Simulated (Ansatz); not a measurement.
Born–Oppenheimer molecular dynamics of C2H8BFOSi (14 atoms, charge 0, multiplicity 1). It starts from a relaxed structure.

Computed with RKS CAM-B3LYP-D4/STO-3G in Ansatz.

- ensemble: NVT, Nosé–Hoover chain
- time step: 1 fs
- steps asked: 385
- set temperature: 300 K
- thermostat: time constant 100 fs, chain length 5
- seed: 82847

First frame:

```xyz
14
Properties=species:S:1:pos:R:3
B -0.246 -0.894 1.611
Si 0.378 0.981 1.605
O 0.125 1.206 -0.131
C 0.253 -0.020 -0.746
C -0.382 -0.074 -2.161
F -0.525 -1.056 0.085
H 0.580 -1.688 1.853
H -1.280 -1.087 2.116
H 1.773 1.273 1.843
H -0.388 2.055 2.185
H 1.279 -0.484 -0.733
H -1.401 0.330 -2.129
H -0.402 -1.108 -2.525
H 0.225 0.536 -2.842
```

Problem. How far do the bonds stretch over the last three quarters of this one trajectory? (Pairs bonded in most of those frames.)

Solution. 
```
   bond  mean (Å)  spread (Å)  shortest  longest
 B1–Si2     1.980       0.033      1.92     2.04
  B1–F6     1.561       0.033      1.50     1.64
  B1–H7     1.174       0.032      1.11     1.24
  B1–H8     1.171       0.028      1.12     1.23
 Si2–O3     1.774       0.048      1.68     1.88
 Si2–H9     1.447       0.027      1.40     1.49
Si2–H10     1.445       0.033      1.40     1.49
  O3–C4     1.381       0.023      1.34     1.45
  C4–C5     1.556       0.030      1.50     1.62
  C4–F6     1.551       0.065      1.44     1.67
 C4–H11     1.128       0.026      1.08     1.17
 C5–H12     1.099       0.012      1.08     1.12
 C5–H13     1.099       0.011      1.08     1.12
 C5–H14     1.098       0.012      1.07     1.12
```

Mean temperature of the second half: 282 K. The conserved energy stayed within 1.1 meV per atom of its start (net change 0.62 meV per atom), so the integration is sound. A run of 0.39 ps of so small a system gives no equilibrium averages. Limits of this set-up: minimal basis.

Time of the run: 24 min on 1 thread of Arm Neoverse V1 (shared host), peak memory 0.13 GiB.
